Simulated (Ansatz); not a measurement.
`N=C[S][SnH3]`, relaxed with RKS PBE0-D4/def2-TZVP in Ansatz 0.2.0 from a PBE-D4/def2-SVP geometry. The force threshold is 0.005 eV/Å; the program also tests the step.

Total charge 0; spin multiplicity 1. Sn takes the def2 core potential.

Start:

```xyz
9

N     0.568   -2.671    0.392
C     0.190   -1.478    0.155
S     1.194    0.002    0.359
Sn   -0.408    1.770   -0.253
H     1.545   -2.707    0.737
H    -0.841   -1.299   -0.222
H     0.358    2.789   -1.414
H    -0.839    2.656    1.163
H    -1.768    0.938   -0.916
```

(1) How much energy does the relaxation release, and in how many steps? (An estimate is asked.)

(2) Which bonds change most? (Best estimate.)

(3) Give the relaxed structure. (Estimate.)

## Answers

(1) Ansatz gave: 5.31 kJ/mol, in 22 steps, 3 of them rejected.

(2) Computed: S3–Sn4 from 2.463 to 2.415 Å; C2–S3 from 1.800 to 1.774 Å; Sn4–H9 from 1.726 to 1.703 Å; Sn4–H8 from 1.725 to 1.702 Å.

(3) Ansatz gave: 
```xyz
9

N     0.583   -2.630    0.332
C     0.193   -1.453    0.123
S     1.126    0.014    0.474
Sn   -0.410    1.742   -0.227
H     1.518   -2.668    0.739
H    -0.795   -1.291   -0.312
H     0.351    2.670   -1.433
H    -0.790    2.701    1.127
H    -1.775    0.915   -0.823
```
